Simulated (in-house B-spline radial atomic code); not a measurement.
**I⁵⁺: [Kr] 4d10 5s2**

Computed with an all-electron radial atomic-structure program (B-spline basis): Dirac-Kohn-Sham relativistic LDA, spherical fractional occupations, Fermi nucleus of rms radius 4.75 fm.

Z_r = [3n² - l(l+1)]/(2<r>); Z_e = n√(-2ε); the last column is Slater's effective charge. Values are occupation-weighted means over j. An effective charge above Z reflects the relativistic contraction of the inner shells.

```csv
shell,electrons,ε (eV),<r> (bohr),Z_r,Z_e,Slater
1s,2,-32824,0.02733,54.89,49.12,52.70
2s,2,-5127.5,0.1171,51.23,38.83,48.85
2p,6,-4624.2,0.1025,48.80,36.87,48.85
3s,2,-1082.5,0.3148,42.88,26.76,41.75
3p,6,-917.61,0.3124,40.01,24.64,41.75
3d,10,-664.84,0.289,36.34,20.97,31.85
4s,2,-238.29,0.74,32.43,16.74,25.25
4p,6,-186.09,0.79,29.11,14.79,25.25
4d,10,-108.64,0.909,23.10,11.30,13.85
5s,2,-69.469,1.739,21.56,11.30,9.35
```

The least bound orbital is 5s1/2 at -69.47 eV, and it is also the most diffuse (<r> = 1.739 bohr).

Spin-orbit splittings of the orbital energies (j = l + 1/2 above j = l - 1/2 when positive): 2p 295.9 eV, 3p 55.72 eV, 3d 11.78 eV, 4p 11.03 eV, 4d 1.76 eV.

For the 1s electron the small component carries 3.78 % of the norm, the zero-frequency Breit interaction raises the level by 81.02 eV, self-energy by 46.44 eV, and vacuum polarisation lowers it by 6.405 eV.
